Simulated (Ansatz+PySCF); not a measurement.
Results of a calculation; reference values are marked as such.
Input for Ansatz (development build ahead of 0.2.0):

```yaml
crystal:
  periodic: [false, false, false]
  atoms:
    - { symbol: B, position_ang: [1.44573, 0.0, 0.0] }
    - { symbol: "N", position_ang: [0.70388, 1.21916, 0.0] }
    - { symbol: B, position_ang: [-0.72287, 1.25204, 0.0] }
    - { symbol: "N", position_ang: [-1.40776, 0.0, 0.0] }
    - { symbol: B, position_ang: [-0.72287, -1.25204, 0.0] }
    - { symbol: "N", position_ang: [0.70388, -1.21916, 0.0] }
    - { symbol: H, position_ang: [2.65561, 0.0, 0.0] }
    - { symbol: H, position_ang: [1.20957, 2.09504, 0.0] }
    - { symbol: H, position_ang: [-1.3278, 2.29982, 0.0] }
    - { symbol: H, position_ang: [-2.41914, 0.0, 0.0] }
    - { symbol: H, position_ang: [-1.3278, -2.29982, 0.0] }
    - { symbol: H, position_ang: [1.20957, -2.09504, 0.0] }
basis:
  gaussian: { orbitals: def2-SVP }
hamiltonian:
  xc: hf
correlation:
  method: mp2
  frozen_orbitals: { B: 1, H: 0, "N": 1 }
```

The input is written out in the form of the current development build from the run's settings.

Output:

| Quantity | Value |
| --- | --- |
| Converged | yes |
| Reference energy | -240.98177 hartree |
| Correlation energy | -0.73605 hartree |
| Total energy | -241.71782 hartree |
| Spin squared of the determinant | 0.000 |
| Stability test | minimum among restricted orbitals |
| Occupied orbitals by symmetry in an Abelian subgroup (alpha; beta) | 11 A1 1 A2 2 B1 7 B2; 11 A1 1 A2 2 B1 7 B2 |
